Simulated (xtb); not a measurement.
CaF2, SMILES [F][Ca][F]. All values are semi-empirical tight-binding results from xtb (GFN2-xTB unless named), good for trends rather than for accurate numbers. The structure is a stationary point at GFN2-xTB. The isomer is the one that the SMILES or the coordinates give; other isomers of the formula were not compared.

Optimised geometry:

```xyz
3

Ca     0.0000     0.0000    -0.5237
F      0.0000     1.5342     0.5819
F      0.0000    -1.5342     0.5819
```

For metal compounds this method's bond lengths and energies can be far off.

point group as xtb finds it: C2v
orbital gap: 2.42 eV
zero-point energy: 1.3 kcal/mol
G − E(el) at 298.15 K (modified RRHO): -15.3 kcal/mol

**Question.** Give the atomic charges and the Wiberg bond orders between heavy atoms. (Estimate from the structure and the level; the computed values follow.)

**Answer.** charges (e) Ca1 0.72, F2 -0.36, F3 -0.36. Bond orders Ca1–F2 1.00, Ca1–F3 1.00.
